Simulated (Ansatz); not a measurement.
The same redistribution along the group B, Al, Ga.

Program: Ansatz. Geometries: PBE0-D4/def2-TZVP. ΔE: electronic, gas phase. CCSD(T)/CBS is the MP2 limit (def2-TZVPP, def2-QZVPP) plus CCSD(T) − MP2 in def2-TZVPP, frozen cores. This one scheme is used for every species. DFT in def2-TZVPP. B3LYP here is the variant with VWN-RPA as its local correlation; programs differ in this. For Ga outer-core shells are correlated without core-valence functions, which leaves a few kJ/mol of doubt a bond. Scalar relativity is left out up to krypton. Each species was taken in one conformer, which may not be the lowest.

```csv
reaction,B3LYP-D4 (kJ/mol),ωB97X-V (kJ/mol),MP2/CBS(def2) (kJ/mol),ωB97M-V (kJ/mol),CCSD(T)/CBS(def2) (kJ/mol)
`B1CS1` + `CNC[SiH2]Cl` → `CB1CS1` + `NC[SiH2]Cl`,-85,-84,-90,-87,-86
`[CH2]1[AlH][S]1` + `CNC[SiH2]Cl` → `[CH3][Al]1[CH2][S]1` + `NC[SiH2]Cl`,-79,-78,-87,-83,-83
`[CH2]1[S][GaH]1` + `CNC[SiH2]Cl` → `[CH3][Ga]1[CH2][S]1` + `NC[SiH2]Cl`,-68,-68,-83,-70,-78
```

Largest T1 diagnostic: 0.016, for `B1CS1`.
